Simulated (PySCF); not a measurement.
PySCF job for MoO3, SMILES [O]=[Mo](=[O])=[O] (connectivity only; charge and spin as stated), charge -1, multiplicity 2, IEF-PCM-M06-2X/def2-SVPD. Geometry optimised at PBE0-D3(BJ)/def2-SVPD. A frequency run showed that this geometry is not a minimum. The spin state was assumed, not searched. The isomer is the one that the SMILES or the coordinates give; other isomers of the formula were not compared. The def2 effective core potentials stand for the cores of Mo; spin–orbit coupling is left out.

```python
import numpy as np
from pyscf import gto, scf, dft
from pyscf.solvent import pcm

mol = gto.M(
    atom='''
    Mo    0.00000000    0.00000000    0.00000000
    O    -1.73916891    0.00000000    0.00000000
    O     0.86958446    1.50616446    0.00000000
    O     0.86958445   -1.50616446    0.00000000
    ''',
    basis='def2-SVPD',
    ecp={'Mo': 'def2-svp'},
    charge=-1,
    spin=1,
    max_memory=1600,
    verbose=3,
)
mf = dft.UKS(mol, xc='m06-2x').density_fit(auxbasis='def2-universal-jkfit')
mf.grids.level = 4
mf.conv_tol = 1e-9
mf.max_cycle = 100
mf.kernel()
fine, coarse = mf.grids, dft.Grids(mol).set(level=1).build(with_non0tab=True)
for _ in range(3):  # follow internal instabilities
    mf.grids = coarse
    mo, _, stable, _ = mf.stability(return_status=True, nroots=4)
    mf.grids = fine
    if stable:
        break
    mf.kernel(mf.make_rdm1(mo, mf.mo_occ))
res = {}
for name, eps in {'water': 78.355, 'dichloromethane': 8.93, 'acetone': 20.493}.items():
    s = mf.PCM()
    s.with_solvent.method, s.with_solvent.eps, s.with_solvent.lebedev_order = 'IEF-PCM', eps, 29
    s.kernel(mf.make_rdm1())
    res[name] = (s.e_tot, eps, s.dip_moment(), s.mo_energy, s.converged)
    print(f'{name}: electrostatic solvation free energy {(s.e_tot - mf.e_tot) * 627.509474:.3f} kcal/mol')
```

Log of the run:

```

WARN: HOMO -0.383213754150674 >= LUMO -0.383213754150663


WARN: HOMO 0.0155902422962271 >= LUMO 0.0158575110378837

converged SCF energy = -293.650983507167  <S^2> = 0.76468656  2S+1 = 2.014633
<class 'pyscf.df.df_jk.DFUKS'> wavefunction is stable in the internal stability analysis

WARN: PCM is an experimental feature. It is still in testing.
Features and APIs may be changed in the future.

converged SCF energy = -293.742832181621  <S^2> = 0.76359304  2S+1 = 2.0135472

WARN: System has nonzero charge -1; the dipole moment is origin-dependent.
Location of origin: [0. 0. 0.]

Dipole moment(X, Y, Z, Debye): -0.00019, -0.00000, -0.00000
water: electrostatic solvation free energy -57.636 kcal/mol

WARN: PCM is an experimental feature. It is still in testing.
Features and APIs may be changed in the future.

converged SCF energy = -293.733282253532  <S^2> = 0.76375872  2S+1 = 2.0137117

WARN: System has nonzero charge -1; the dipole moment is origin-dependent.
Location of origin: [0. 0. 0.]

Dipole moment(X, Y, Z, Debye):  0.00042, -0.00000, -0.00000
dichloromethane: electrostatic solvation free energy -51.643 kcal/mol

WARN: PCM is an experimental feature. It is still in testing.
Features and APIs may be changed in the future.

converged SCF energy = -293.739350405251  <S^2> = 0.76365543  2S+1 = 2.0136091

WARN: System has nonzero charge -1; the dipole moment is origin-dependent.
Location of origin: [0. 0. 0.]

Dipole moment(X, Y, Z, Debye):  0.00009, -0.00000, -0.00000
acetone: electrostatic solvation free energy -55.451 kcal/mol
```

The calculation finished and met its thresholds.
